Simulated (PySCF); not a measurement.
**Energy of N⁺ (nitrogen, charge +1) between two integer charges**

The 2p alpha orbital of [He] 2s2 2p2 is emptied in steps (occupation f), with all orbitals relaxed, ending at [He] 2s2 2p1. Computed with PySCF 2.14 in jorge-DZP-DKH, with scalar relativity by spin-free X2C-1e. The exact energy is a straight line in f; departures are measured from the line between the end points of the same method.

| f | UHF (eV) | LDA (eV) | PBE (eV) | PBE0 (eV) | r2SCAN (eV) | LC-wPBE (eV) | BHandHLYP (eV) | wB97X (eV) | MN15 (eV) | r2SCAN0 (eV) |
| --- | --- | --- | --- | --- | --- | --- | --- | --- | --- | --- |
| 1 | 0.000 | 0.000 | 0.000 | 0.000 | 0.000 | 0.000 | 0.000 | 0.000 | 0.000 | 0.000 |
| 0.8 | 0.172 | -1.300 | -1.271 | -0.915 | -1.177 | -0.455 | -0.564 | -0.484 | -0.784 | -0.846 |
| 0.6 | 0.252 | -1.959 | -1.911 | -1.373 | -1.755 | -0.681 | -0.845 | -0.721 | -1.176 | -1.260 |
| 0.4 | 0.246 | -1.966 | -1.911 | -1.371 | -1.738 | -0.676 | -0.843 | -0.712 | -1.172 | -1.247 |
| 0.2 | 0.160 | -1.313 | -1.271 | -0.910 | -1.140 | -0.445 | -0.560 | -0.463 | -0.776 | -0.818 |
| 0 | 0.000 | 0.000 | 0.000 | 0.000 | 0.000 | 0.000 | 0.000 | 0.000 | 0.000 | 0.000 |

Q: For r2SCAN0, how does the orbital energy at f = 1 compare with the removal energy?

A: −ε = 24.878 eV against a total-energy difference of 30.191 eV. By Janak's theorem ε = ∂E/∂f, so the gap between them reflects the curvature. Along the path −ε is 27.042 (f = 0.8), 29.196 (f = 0.6), 31.313 (f = 0.4), 33.339 (f = 0.2) eV.

| method | E(f=0) − E(f=1) (eV) | −ε at f=1 (eV) | −ε at f=0.4 (eV) |
| --- | --- | --- | --- |
| UHF | 29.307 | 30.411 | 29.072 |
| LDA | 30.147 | 22.073 | 31.759 |
| PBE | 29.997 | 22.085 | 31.601 |
| PBE0 | 30.009 | 24.301 | 31.169 |
| r2SCAN | 30.248 | 22.870 | 31.807 |
| LC-wPBE | 30.189 | 27.352 | 30.785 |
| BHandHLYP | 29.952 | 26.431 | 30.668 |
| wB97X | 29.850 | 26.823 | 30.509 |
| MN15 | 29.776 | 24.879 | 30.780 |
| r2SCAN0 | 30.191 | 24.878 | 31.313 |

Reference removal energy between the ground levels: 29.601 eV (semi-empirical (NIST evaluation); NIST Atomic Spectra Database, ionization energies). The calculation has no spin-orbit coupling. UHF lacks correlation.
